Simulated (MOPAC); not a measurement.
MOPAC input (PM7):

```
PM7 PRECISE GNORM=0.05 LET XYZ CHARGE=-1 GEO-OK AUX(PRECISION=9) THREADS=1
H2F3Si2

F    -2.28438100 1    0.89211400 1   -0.55322800 1
Si   -1.30877200 1   -0.21792500 1    0.19425600 1
Si    1.07689900 1   -0.08226200 1   -0.54454400 1
F     1.52699700 1   -1.39324400 1    0.41842200 1
F     1.52588500 1    1.14490500 1    0.51496500 1
H    -1.97530300 1   -1.52681900 1   -0.16646100 1
H    -1.69497800 1   -0.06453100 1    1.64906800 1
```

From the output:

```
                                                       MOPAC v23.2.5 Linux

          FINAL HEAT OF FORMATION =       -345.07230 KCAL/MOL =   -1443.78249 KJ/MOL

          COSMO AREA              =        125.54 SQUARE ANGSTROMS
          COSMO VOLUME            =        117.53 CUBIC ANGSTROMS

          GRADIENT NORM           =          0.04629          =       0.01749 PER ATOM
          IONIZATION POTENTIAL    =          4.003205 EV
          HOMO LUMO ENERGIES (EV) =         -4.003  5.524
          NO. OF FILLED LEVELS    =         16
          MOLECULAR WEIGHT        =        115.1820         POINT GROUP:  Cs

          MOLECULAR DIMENSIONS (Angstroms)

            Atom       Atom       Distance
            H     6    F     5     4.35835
            F     4    H     7     4.10632
            F     1    F     4     2.12236

          SCF CALCULATIONS        =         43

   ATOM   CHEMICAL          X               Y               Z
  NUMBER   SYMBOL      (ANGSTROMS)     (ANGSTROMS)     (ANGSTROMS)

     1       F         -2.10150158  *   0.49117654  *  -0.96371141  *
     2      Si         -1.32348880  *  -0.08370353  *   0.31517860  *
     3      Si          0.76931927  *  -0.09553147  *   0.17011766  *
     4       F          1.58360412  *  -1.31977716  *  -0.41175588  *
     5       F          1.66963243  *   1.12043308  *   0.62964038  *
     6       H         -1.85489007  *  -1.44072249  *   0.51376765  *
     7       H         -1.77791165  *   0.73888897  *   1.44656632  *

                             CARTESIAN COORDINATES

   1    F       -2.101501583     0.491176537    -0.963711410
   2   Si       -1.323488801    -0.083703529     0.315178599
   3   Si        0.769319269    -0.095531470     0.170117658
   4    F        1.583604116    -1.319777163    -0.411755877
   5    F        1.669632426     1.120433077     0.629640384
   6    H       -1.854890068    -1.440722493     0.513767655
   7    H       -1.777911654     0.738888968     1.446566320

           Empirical Formula: H2 F3 Si2  =     7 atoms

      MOLECULAR POINT GROUP   :   Cs

                  EIGENVALUES
 -35.31024 -34.65511 -34.43418 -14.43250 -11.41647 -11.39607 -10.96570 -10.71459
 -10.60907 -10.51245 -10.22521  -9.82692  -9.36036  -8.20056  -7.04346  -4.00321
   5.52425   6.14564   6.15163   7.13919   9.15193  12.47128  24.69775  25.43036
  25.57903  25.85404  26.55464  27.85659  27.88677  28.22115  29.18320  29.57059

              NET ATOMIC CHARGES AND DIPOLE CONTRIBUTIONS

  ATOM NO.   TYPE          CHARGE      No. of ELECS.   s-Pop       p-Pop       d-Pop
    1          F          -0.429173        7.4292     1.92492     5.50425
    2         Si           0.177267        3.8227     0.90434     2.74565     0.17274
    3         Si          -0.061435        4.0614     0.60165     3.21432     0.24547
    4          F          -0.381892        7.3819     1.91742     5.46447
    5          F          -0.381868        7.3819     1.91742     5.46445
    6          H           0.038558        0.9614     0.96144
    7          H           0.038542        0.9615     0.96146
 DIPOLE           X         Y         Z       TOTAL
 POINT-CHG.    -3.551    -0.828     2.228     4.273
 HYBRID         1.035     0.499    -1.252     1.699
 SUM           -2.516    -0.329     0.976     2.719

          ATOMIC ORBITAL ELECTRON POPULATIONS

     Atom    s        px        py        pz      x^2-y^2     xz        z^2       yz        xy
    1  F   1.92492   1.86943   1.90728   1.72754
    2 Si   0.90434   1.10002   0.95422   0.69141   0.02806   0.04198   0.04147   0.03838   0.02285
    3 Si   0.60165   0.75033   0.74386   1.72012   0.07211   0.03278   0.03065   0.04482   0.06510
    4  F   1.91742   1.82394   1.72655   1.91399
    5  F   1.91742   1.80256   1.72941   1.93248
    6  H   0.96144
    7  H   0.96146

 **********************
 *                    *
 * JOB ENDED NORMALLY *
 *                    *
 **********************

 == MOPAC DONE ==
```

The dipole moment of an ion depends on the origin.

The geometry given is a B3LYP-D3(BJ)/def2-TZVP minimum.
